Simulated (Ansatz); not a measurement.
Molecule: sum formula YOCl, charge 1, multiplicity 2. The spin state was set by rule; other spins were not relaxed. 
Coordinates optimised at B3LYP-D3(BJ)/def2-TZVP (Ansatz, a program for electronic structure):
```xyz
3

Y      0.5210     0.2508    -0.1979
O     -0.7525     1.5129    -1.0737
Cl    -0.8412    -1.2874     0.9593
```
Charge +1, spin multiplicity 2.

Basis-set convergence of Hartree-Fock and CCSD(T) correlation energies (hartree) with Ansatz. Correlated levels leave the core frozen unless marked. Open shells are spin-unrestricted. Spin-orbit coupling is left out. The frozen core is the preceding noble-gas configuration, with the filled d and f shells of earlier blocks. In def2 rows, elements after Kr have scalar-relativistic effective core potentials.

```tsv
basis	functions	E(HF)	E(corr, CCSD(T))
def2-SVP	63	-571.88151	-0.34781
def2-TZVPP	129	…	…
```

Q: Fill in the missing entries.

A: 
- def2-TZVPP, E(HF): -572.14405
- def2-TZVPP, E(corr, CCSD(T)): -0.46402
